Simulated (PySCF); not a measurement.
Structure problem from calculated spectra and properties.

Elements present: C, Cl, H and O. Monoisotopic mass: 120.0342 u.

* UV, first state: lowest singlet excitation: 5.24 eV (236 nm, f = 0.000) [TDDFT CAM-B3LYP/def2-SVPD]
* 13C NMR: chemical shifts (computed TMS as zero) by class: 170.8 (1 C), 49.9 (1 C), 31.1 (1 C), 27.4 (1 C), 17.2 (1 C) ppm [GIAO KT3/pcSseg-1]
* UV, strongest line: among the 10 lowest singlet transitions: S9 at 8.59 eV (144 nm, f = 0.373) [TDDFT CAM-B3LYP/def2-SVPD]
* Dipole: 3.13 D [CAM-B3LYP/def2-SVPD]
* 1H NMR: chemical shifts (computed TMS as zero) by class: 2.69 (2 H), 1.36 (2 H), 1.13 (2 H), 1.05 (3 H) ppm [GIAO KT3/pcSseg-1]
* Triplet: lowest triplet excitation (Tamm–Dancoff): 4.73 eV [TDA CAM-B3LYP/def2-SVPD]
* Rotational structure: rotational constants A, B, C: 6.552, 0.776, 0.706 GHz [PBE0-D3(BJ)/def2-SVP]
* NMR, other nuclei: isotropic shieldings of nuclei other than C and H, by class: -205 (1 O), 485 (1 Cl) ppm [GIAO KT3/pcSseg-1]

Gas-phase values; electronic properties from PySCF, density fitting. Levels stand in brackets. Isolated species at its PBE0-D3(BJ)/def2-SVP geometry (one conformer only). NMR classes are plain means over equivalent atoms (diastereotopic ones count apart unless rotation or inversion swaps them), as if these changed places fast.

Question: Which formula fits the mass and the elements?

Answer: C5H9ClO (calculated 120.0342). No other formula that holds each of these elements comes within 0.0003 u with a fitting electron parity and a possible valence count.

Question: What is the compound? Reason from the data.

Answer: Numbering: `[CH3:1][CH2:2][CH2:3][CH2:4][C:5](=[O:6])[Cl:7]`. Its formula, C5H9ClO, gives 1 degree of unsaturation: 0 rings and 1 π bond in the structure found. 5 carbons fall into 5 classes; from least to most shielded: acyl halide carbon [C5] (170.8 ppm), sp3 carbon next to a carbonyl [C4] (49.9 ppm), chain CH2 carbon [C3] (31.1 ppm), chain CH2 carbon [C2] (27.4 ppm), methyl carbon [C1] (17.2 ppm). Hydrogen classes from least to most shielded: 2 H on an sp3 carbon next to a carbonyl, C4 (2.69 ppm), 2 H on a chain CH2 carbon, C3 (1.36 ppm), 2 H on a chain CH2 carbon, C2 (1.13 ppm), 3 H on a methyl carbon, C1 (1.05 ppm). The other shieldings belong to: -205 ppm, carbonyl oxygen [O6]; 485 ppm, chlorine bonded to C [Cl7]. The optimised geometry has point group Cs and is an asymmetric top. Structure: `CCCCC(=O)Cl`. Computed isomers that give other values at the same levels: `ClCCOC1CC1` (smallest rotational constant: 0.810 GHz; this holds for the one conformer computed); `CC(C)(C)C(=O)Cl` (rotational constant A: 2.987 GHz; this holds for the one conformer computed); `ClC[C@@H]1CCCO1` (rotational constant A: 5.627 GHz; this holds for the one conformer computed). The assignments are read from this structure; whether some other isomer fits the data as well wasn't checked.

Shape of the structure used: `[CH3:1][CH2:2][CH2:3][CH2:4][C:5](=[O:6])[Cl:7]`: C1–C2–C3–C4 179°, C2–C3–C4–C5 180°, C3–C4–C5–O6 -1°.
